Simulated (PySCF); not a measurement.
## Shapes and spin states of TaOCl

All numbers come from PBE0/[Ta def2-TZVP with ECP60, O def2-TZVP, Cl def2-TZVP], scalar-relativistic core potentials, density fitting, no spin–orbit coupling, PySCF.

Relaxations began from a few typed shapes and spin states; open shells are unrestricted. The search is not exhaustive: other isomers or separated fragments can lie lower, and high-lying points may rest on an excited occupation.

| spin | group | bonds | angles | imaginary modes (cm⁻¹) | ΔE (kJ/mol) | ΔE with ZPE (kJ/mol) |
| --- | --- | --- | --- | --- | --- | --- |
| triplet | Cs | Ta–Cl 2.309 Å, Ta–O 1.702 Å | Cl–Ta–O 116.1° | none | 0.0 | 0.0 |
| broken-symmetry Ms = 0 (⟨S²⟩ 0.81) | Cs | Ta–Cl 2.281 Å, Ta–O 1.696 Å | Cl–Ta–O 112.8° | none | 6.9 | 7.2 |
| triplet | Cs | Ta–Cl 2.324 Å, Ta–O 1.708 Å | Cl–Ta–O 126.2° | none | 20.0 | 19.8 |
| broken-symmetry Ms = 0 (⟨S²⟩ 0.69) | Cs | Ta–Cl 2.280 Å, Ta–O 1.698 Å | Cl–Ta–O 115.8° | none | 21.0 | 21.1 |
| singlet (closed shell, unstable to spin polarisation) | Cs | Ta–Cl 2.250 Å, Ta–O 1.689 Å | Cl–Ta–O 108.4° | none | 33.3 | 33.9 |
| triplet | C∞v | Ta–Cl 2.394 Å, Ta–O 1.729 Å | Cl–Ta–O 180.0° | 132i, 132i | 55.4 | – |
| singlet (closed shell, unstable to spin polarisation) | C∞v | Ta–Cl 2.355 Å, Ta–O 1.730 Å | Cl–Ta–O 180.0° | 160i, 160i | 134.6 | – |

The lowest minimum found is the triplet Cs: Ta–Cl 2.309 Å, Ta–O 1.702 Å; Cl–Ta–O 116.1°.

Formally Ta is in oxidation state +3, d2, with 2 unpaired electrons (the high-spin count). The Mulliken spin on Ta is 2.14. The polar-tensor charge on Ta, 1.33, is far below the formal one.

For the lowest minimum: other spin states or occupations of the open shell can lie lower. With an element this heavy the missing spin–orbit coupling can shift these numbers.

The electron or spin density has lower symmetry than the nuclear frame for the broken-symmetry Ms = 0 (⟨S²⟩ 0.81) Cs at 6.9 kJ/mol.
